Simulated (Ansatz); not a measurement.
`NB(O)O[SiH3]` + H₂ → `NBO` + `O[SiH3]`  (hydrogenolysis of a B–O bond)

Calculated with Ansatz (gas phase, PBE0-D4/def2-TZVP geometries, no zero-point term in ΔE). CCSD(T)/CBS adds triple-zeta CCSD(T) − MP2 to the extrapolated MP2 energy (def2 sets, frozen cores). This one scheme is used for every species. DFT in def2-TZVPP. B3LYP here is the variant with VWN-RPA as its local correlation; programs differ in this. Each species was taken in one conformer, which may not be the lowest.

`NB(O)O[SiH3]`:

```xyz
11

N    -1.100    1.604   -0.743
B    -0.227    0.717   -0.082
O     0.692    1.107    0.865
O    -0.286   -0.618   -0.388
Si    0.588   -1.880    0.205
H    -1.754    1.269   -1.427
H    -1.135    2.595   -0.590
H     0.706    2.045    1.054
H     0.100   -3.095   -0.492
H     2.038   -1.706   -0.069
H     0.380   -2.037    1.668
```

H₂:

Cartesian coordinates in Å:
```
H -0.122 -0.200 -0.291
H 0.122 0.200 0.291
```

`NBO`:

Cartesian coordinates in Å:
```
N -0.776 -0.710 -0.189
B 0.196 0.294 -0.162
O 0.944 0.456 0.975
H -0.948 -1.319 0.594
H -1.357 -0.881 -0.988
H 0.360 0.993 -1.126
H 1.581 1.167 0.896
```

`O[SiH3]`:

Z-matrix (Å, degrees):
```
Si
O 1 1.648
H 1 1.489 2 111.7
H 1 1.489 2 111.7 3 120.9
H 1 1.481 2 105.9 3 -119.6
H 2 0.957 1 117.9 3 -60.5
```

```csv
level,ΔE (kJ/mol),difference from CCSD(T)/CBS
LDA (SPW92),93.4,-0.4
PBE-D4,87.1,-6.7
revPBE-D4,91.3,-2.5
r2SCANh-D4,97.7,3.9
r2SCAN0-D4,97.8,4.0
CAM-B3LYP-D4,94.8,1.0
ωB97X-V,91.7,-2.1
PBE,80.4,-13.4
r2SCAN,95.8,2.0
B3LYP,84.1,-9.7
r2SCAN0,95.5,1.7
LC-ωPBE,85.5,-8.3
HF/def2-TZVPP,90.4,-3.4
CCSD(T)/def2-TZVPP,93.7,-0.1
MP2/def2-QZVPP,96.2,2.4
HF/CBS(def2),90.9,-2.9
CCSD(T)/CBS,93.8,0
```

Largest T1 diagnostic among the species: 0.012.

Leaving LDA and LC-ωPBE aside and taking each functional with its dispersion term where it has one, the values, not all of them listed here, spread over 11.2 kJ/mol, from PBE-D4 to BHLYP-D4. LDA lies +13.0 kJ/mol from PBE without D4. From PBE to PBE0 (25 % exact exchange), in def2-TZVPP and without D4, ΔE moves by +3.6 kJ/mol. The D4 term adds +10.6 kJ/mol with B3LYP and +5.9 kJ/mol with PBE0; it sums over pairs of atoms, weighted by their polarisabilities, and B3LYP, whose exchange is more repulsive, gets the larger term.
